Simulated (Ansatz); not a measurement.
# Nudged elastic band run: H3OSn, charge +1

Input:

```yaml
crystal:
  periodic: [false, false, false]
  atoms:
    - { symbol: O, position_ang: [0.105966, -1.103559, 0.733044] }
    - { symbol: Sn, position_ang: [-0.255049, 0.485619, -0.279915] }
    - { symbol: H, position_ang: [1.010527, -1.451407, 0.786261] }
    - { symbol: H, position_ang: [-1.90206, 0.825207, -0.177601] }
    - { symbol: H, position_ang: [1.040606, 1.24415, -1.061789] }
total_charge: 1
magnetization:
  spin_polarized: true
basis:
  gaussian: { orbitals: def2-SVP }
hamiltonian:
  xc: pbe0
neb:
  order_check: false
  images: 7
  f_tol: 0.05
  max_iterations: 60
  final_atoms:
    - { symbol: O, position_ang: [-0.42519453, -0.44614571, 0.39135991] }
    - { symbol: Sn, position_ang: [-0.14388317, 1.38729772, -0.92124653] }
    - { symbol: H, position_ang: [0.27869079, -1.05561065, 0.66509472] }
    - { symbol: H, position_ang: [-1.25942085, -0.75865578, 0.77548829] }
    - { symbol: H, position_ang: [1.54979776, 0.87312442, -0.91069639] }
  initial_path:
    images:
      - { positions_ang: [[0.105966, -1.103559, 0.733044], [-0.255049, 0.485619, -0.279915], [1.010527, -1.451407, 0.786261], [-1.90206, 0.825207, -0.177601], [1.040606, 1.24415, -1.061789]] }
      - { positions_ang: [[0.03075062, -1.03264081, 0.70028141], [-0.25778209, 0.54795543, -0.32245072], [0.87676655, -1.45173784, 0.8134026], [-1.69473342, 0.62151504, -0.08043307], [1.04498835, 1.31491818, -1.11080022]] }
      - { positions_ang: [[-0.04446477, -0.96172262, 0.66751882], [-0.26051519, 0.61029187, -0.36498643], [0.7430061, -1.45206868, 0.84054419], [-1.48740683, 0.41782308, 0.01673486], [1.04937069, 1.38568636, -1.15981144]] }
      - { positions_ang: [[-0.11968015, -0.89080444, 0.63475623], [-0.26324828, 0.6726283, -0.40752215], [0.60924565, -1.45239953, 0.86768579], [-1.28008025, 0.21413112, 0.11390278], [1.05375304, 1.45645454, -1.20882266]] }
      - { positions_ang: [[-0.19489554, -0.81988625, 0.60199365], [-0.26598138, 0.73496473, -0.45005786], [0.4754852, -1.45273037, 0.89482738], [-1.07275367, 0.01043916, 0.21107071], [1.05813538, 1.52722272, -1.25783388]] }
      - { positions_ang: [[-0.25247029, -0.72645112, 0.54933521], [-0.23545682, 0.89804798, -0.56785503], [0.4262866, -1.35345044, 0.83739422], [-1.11942046, -0.18183457, 0.35217511], [1.18105098, 1.36369815, -1.17104951]] }
      - { positions_ang: [[-0.31004504, -0.63301598, 0.49667678], [-0.20493227, 1.06113123, -0.6856522], [0.37708799, -1.25417051, 0.77996105], [-1.16608726, -0.37410831, 0.4932795], [1.30396657, 1.20017357, -1.08426513]] }
      - { positions_ang: [[-0.36761978, -0.53958085, 0.44401835], [-0.17440772, 1.22421447, -0.80344937], [0.32788939, -1.15489058, 0.72252788], [-1.21275405, -0.56638204, 0.6343839], [1.42688217, 1.03664899, -0.99748076]] }
      - { positions_ang: [[-0.42519453, -0.44614571, 0.39135991], [-0.14388317, 1.38729772, -0.92124653], [0.27869079, -1.05561065, 0.66509472], [-1.25942085, -0.75865578, 0.77548829], [1.54979776, 0.87312442, -0.91069639]] }
```

Command:

```bash
$ ansatz run input.yaml --threads 1 --pin off --max-ram 2048MiB --backend cpu --events-out ev --progress --plain --runs-dir out
```

Output, in part (warnings, iteration lines, the closing report on the highest movable image, with atoms numbered from 0):

```
NEB end point (image 0): max|allowed force component| = 2.768e-3 eV/Å (the criterion of neb.relax_end_points is 1.000e-2)
NEB end point (image 8): max|allowed force component| = 4.880e-4 eV/Å (the criterion of neb.relax_end_points is 1.000e-2)
NEB iter   1: max|band force component| = 1.546e1 eV/Å  barrier→ = 5.1929 eV  barrier← = 6.8323 eV  Δτ_max = 0.1919 Å  (252 SCF iters)
NEB iter   2: max|band force component| = 3.868e0 eV/Å  barrier→ = 2.2705 eV  barrier← = 3.9099 eV  Δτ_max = 0.0973 Å  (217 SCF iters)
NEB iter   3: max|band force component| = 2.198e0 eV/Å  barrier→ = 1.8570 eV  barrier← = 3.4964 eV  Δτ_max = 0.1880 Å  (201 SCF iters)
NEB iter   4: max|band force component| = 2.169e0 eV/Å  barrier→ = 1.4646 eV  barrier← = 3.1041 eV  Δτ_max = 0.1674 Å  (208 SCF iters)
NEB iter   5: max|band force component| = 5.829e-1 eV/Å  barrier→ = 1.5586 eV  barrier← = 3.1980 eV  Δτ_max = 0.0377 Å  (192 SCF iters)
NEB iter   6: max|band force component| = 9.487e-1 eV/Å  barrier→ = 1.5683 eV  barrier← = 3.2078 eV  CI = image 4  Δτ_max = 0.1084 Å  (190 SCF iters)
NEB iter   7: max|band force component| = 4.548e-1 eV/Å  barrier→ = 1.6639 eV  barrier← = 3.3033 eV  CI = image 4  Δτ_max = 0.0290 Å  (201 SCF iters)
NEB iter   8: max|band force component| = 9.765e-2 eV/Å  barrier→ = 1.6590 eV  barrier← = 3.2985 eV  CI = image 4  Δτ_max = 0.0117 Å  (186 SCF iters)
NEB iter   9: max|band force component| = 3.799e-2 eV/Å  barrier→ = 1.6585 eV  barrier← = 3.2979 eV  CI = image 4  Δτ_max = 0.0000 Å  (386 SCF iters)
Total energy: -7913.24188196 eV, -290.8062753740 hartree
Atom 0 at    -0.038452    -0.796327     0.552647 Å, force     0.023137    -0.035368     0.019247 eV/Å
Atom 1 at    -0.222961     0.866811    -0.546543 Å, force     0.005858     0.004659    -0.004472 eV/Å
Atom 2 at     0.509061    -1.511543     0.928969 Å, force    -0.029244     0.038886    -0.020486 eV/Å
Atom 3 at    -1.420748    -0.099168     0.355376 Å, force     0.001961    -0.006747     0.004319 eV/Å
Atom 4 at     1.173090     1.540238    -1.290449 Å, force    -0.001712    -0.001430     0.001392 eV/Å
Dipole moment:     0.113258     0.052988    -0.059921 e Å
```

It converged. Neighbouring images differ by up to 1.5 eV, so the band resolves the path poorly. A vibrational analysis at the climbing image gives one clearly imaginary mode, 1370i cm⁻¹: a first-order saddle point. The orbitals stay closed-shell, which can raise the energy where a bond breaks towards radicals; this wasn't checked here. Limits of this set-up: the dipole of an ion depends on the origin.

Final band (atoms are numbered from 1 in the order of the input):

| image | path coordinate (Å) | energy (eV) | Sn2–H4 (Å) | O1–H4 (Å) |
| --- | --- | --- | --- | --- |
| 0 | 0.00 | 0.00 | 1.68 | 2.93 |
| 1 | 0.38 | 0.11 | 1.68 | 2.63 |
| 2 | 0.76 | 0.50 | 1.68 | 2.29 |
| 3 | 1.14 | 1.16 | 1.70 | 1.93 |
| 4 | 1.51 | 1.66 | 1.78 | 1.56 |
| 5 | 1.95 | 0.35 | 2.01 | 1.13 |
| 6 | 2.39 | -1.20 | 2.44 | 0.97 |
| 7 | 2.83 | -1.56 | 2.79 | 0.97 |
| 8 | 3.26 | -1.64 | 2.95 | 0.97 |

Run time: 90 s on 1 thread of Intel(R) Xeon(R) 6975P-C (Granite Rapids), with other jobs on the host, peak memory 0.15 GiB.
